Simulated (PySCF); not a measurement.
**[Tb(BH4)2]+ at several levels of theory**

Computed with PySCF 2.14.0 (density fitting, no spin-orbit coupling) at the geometry relaxed with PBE0:

```xyz
11
[Tb(BH4)2]+ (singlet in the valence; each metal's 4f electrons, 8 of them, lie in its core potential, out of spins and levels)
Tb    0.0000    0.0000   -0.2014
B     2.0186   -0.0257    1.0529
H     2.9866   -0.0203    1.7577
H     1.1178   -0.8378    1.4339
H     2.2158   -0.3062   -0.1596
H     1.4011    1.0872    1.0247
B    -2.0186    0.0257    1.0529
H    -2.9866    0.0203    1.7576
H    -1.1178    0.8378    1.4339
H    -2.2158    0.3062   -0.1597
H    -1.4011   -1.0872    1.0247
```

```
level                                                 basis    state  HOMO (eV)  gap (eV)  charge on Tb1 (e)  population of f-type functions on Tb1 (polarisation alone where 4f lies in the core)  dipole about the centre of mass (D)  largest force component (eV/Å)
 PBE0     Tb lcecp-1-SVP with ECP54, B def2-SVP, H def2-SVP  singlet     -14.01      6.31               1.08                                                                                  0.04                                 4.23                            0.00
 PBE0  Tb lcecp-1-TZVP with ECP54, B def2-TZVP, H def2-TZVP  singlet     -14.02      6.36               1.38                                                                                  0.05                                 4.20                            0.26
```

In the lcecp rows the 4f levels are missing from HOMO and gap, and the state counts the valence alone.

Charges are Mulliken's, which hang on the basis. The relaxation used the grid (50, 194), these runs (75, 302) or, all-electron (x2c bases, spin-free X2C Hamiltonian), (99, 590).

(1) A further run in the first row's basis gives HOMO (eV) -12.59, gap (eV) 4.18, charge on Tb1 (e) 0.89, population of f-type functions on Tb1 (polarisation alone where 4f lies in the core) 0.04, dipole about the centre of mass (D) 3.93, largest force component (eV/Å) 0.38. Which level was it?
A. revPBE
B. r2SCAN

An lcecp potential fixes the number of 4f electrons, so in runs with it no electron can move into or out of that shell.

## Answers

(1) A. The others give HOMO -12.93 eV (r2SCAN).
